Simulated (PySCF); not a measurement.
Species: AlCl3.OEt2, C4H10AlCl3O.
SMILES: `[Cl][Al-]([Cl])([Cl])[O+](CC)CC`

Torsions of this conformer, `[CH3:1][CH2:2][O+:3]([CH2:4][CH3:5])[Al-:6]([Cl:7])([Cl:8])[Cl:9]`: C1–C2–O3–C4 90°, C2–O3–C4–C5 89°, C2–O3–Al6–Cl7 -18°.

The closed-shell ground state was solved at several levels (PySCF, density fitting, gas phase, non-relativistic). Geometry: PBE0-D3(BJ)/def2-SVP, one conformer, isolated molecule.

```csv
level,basis functions,total energy (Eh),HOMO (eV),LUMO (eV),gap (eV),dipole (D)
B3LYP/pcSseg-1,231,-1856.9357,-8.18,0.21,8.39,7.10
CAM-B3LYP/def2-SVPD,288,-1856.2337,-9.84,0.57,10.41,6.92
```

What might PBE0/pcSseg-1 (231 basis functions) give for the same quantities?

Total energy -1856.0144 Eh, HOMO -8.51 eV, LUMO 0.45 eV, gap 8.96 eV, dipole 7.14 D.

Over all these levels, which gives the widest orbital gap and which the narrowest?

CAM-B3LYP/def2-SVPD (range-separated hybrid) has the widest, 10.41 eV, and B3LYP/pcSseg-1 (global hybrid, 20 % exact exchange) the narrowest, 8.39 eV. Functional and basis both differ between the two, so the spread mixes both effects.

How far do the dipole and the HOMO energy spread over the levels?

The dipole runs from 6.92 to 7.14 D (mean 7.05 D) and the HOMO from -9.84 to -8.18 eV.
